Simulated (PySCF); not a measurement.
C₆ coefficients of unlike pairs at UHF

Calculated with PySCF 2.14 from the dipole response of each species, C₆(A,B) = (3/π) ∫ α_A(iu) α_B(iu) du, in atomic units, from isotropic polarisabilities. For ions this is the dispersion term alone; charge-induced terms of lower order in 1/R come first.

```json
{"species": "Kr(3+)", "configuration": "[Ar] 3d10 4s2 4p3 (4S)", "basis": "aug-cc-pVQZ-PP with one added diffuse shell each of s, p, d, f, g type with ECP10MDF (8s7p6d4f3g)", "relativity": "core potential", "α (bohr³)": "5.581", "C₆ (like pair)": "21.70"}
{"species": "I(3+)", "configuration": "[Kr] 4d10 5s2 5p2 (3P)", "basis": "aug-cc-pwCVTZ-DK3 (10s9p7d4f1g)", "relativity": "spin-free X2C", "α (bohr³)": "10.57", "C₆ (like pair)": "60.68"}
{"species": "Ni(3+)", "configuration": "[Ar] 3d7 (4F)", "basis": "aug-cc-pVTZ (8s7p5d3f2g)", "relativity": "none", "α (bohr³)": "1.483", "C₆ (like pair)": "3.465"}
{"species": "In", "configuration": "[Kr] 4d10 5s2 5p1 (2P)", "basis": "aug-cc-pVQZ-PP with one added diffuse shell each of s, p, d, f, g type with ECP28MDF (8s8p6d4f3g)", "relativity": "core potential", "α (bohr³)": "74.51", "C₆ (like pair)": "800.2"}
```

(1) Estimate C₆ for In with Ni(3+).

No spin-orbit coupling is included.

The other pairs:

```json
{"pair": "I(3+), Kr(3+)", "C₆": "36.10"}
{"pair": "In, Kr(3+)", "C₆": "107.1"}
{"pair": "In, I(3+)", "C₆": "188.9"}
{"pair": "Ni(3+), I(3+)", "C₆": "13.07"}
{"pair": "Ni(3+), Kr(3+)", "C₆": "7.957"}
```

## Answers

(1) The integral gives 33.14. The combination rule 2 C_A C_B / (C_A α_B/α_A + C_B α_A/α_B) gives 29.18 and the geometric mean 52.65.
